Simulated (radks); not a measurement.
Trend from Lu+ to Hg+: ionisation energy by Delta-SCF between NIST ground configurations, and size. All-electron calculation, scalar-relativistic Kohn-Sham, PBE, spin-polarised, spherical densities, finite nucleus; open shells are filled with parallel spins first (spin-orbit coupling, left out, can overturn this in heavy ions); Fermi nuclear charge, rms radius of each element as measured or else 0.836 A^(1/3) + 0.57 fm. Program: a radial shooting solver on a logarithmic mesh with Libxc functionals.

species       configuration  configuration of the ion  IE (eV)  NIST (eV)       kind
Lu+           [Xe] 4f14 6s2             [Xe] 4f14 6s1   14.045      14.13  semi-emp.
Hf+       [Xe] 4f14 5d1 6s2             [Xe] 4f14 5d2   15.071      14.61     theory
Ta+       [Xe] 4f14 5d3 6s1             [Xe] 4f14 5d3   15.687       16.2  semi-emp.
W+        [Xe] 4f14 5d4 6s1             [Xe] 4f14 5d4   16.485       16.4  semi-emp.
Re+       [Xe] 4f14 5d5 6s1             [Xe] 4f14 5d5   17.202       16.6  semi-emp.
Os+       [Xe] 4f14 5d6 6s1             [Xe] 4f14 5d6   17.711         17  semi-emp.
Ir+       [Xe] 4f14 5d7 6s1             [Xe] 4f14 5d7   18.137       17.0  semi-emp.
Pt+           [Xe] 4f14 5d9             [Xe] 4f14 5d8   19.442       18.6       exp.
Au+          [Xe] 4f14 5d10             [Xe] 4f14 5d9   21.041      20.20       exp.
Hg+      [Xe] 4f14 5d10 6s1            [Xe] 4f14 5d10   19.172     18.757       exp.

Reference values: NIST Atomic Spectra Database (exp. = measured, semi-emp. = semi-empirical, theory = theoretical value adopted there). Open shells are spherical and high-spin; term and fine-structure splittings are not resolved. Spin-orbit splitting is averaged out at the scalar-relativistic level.
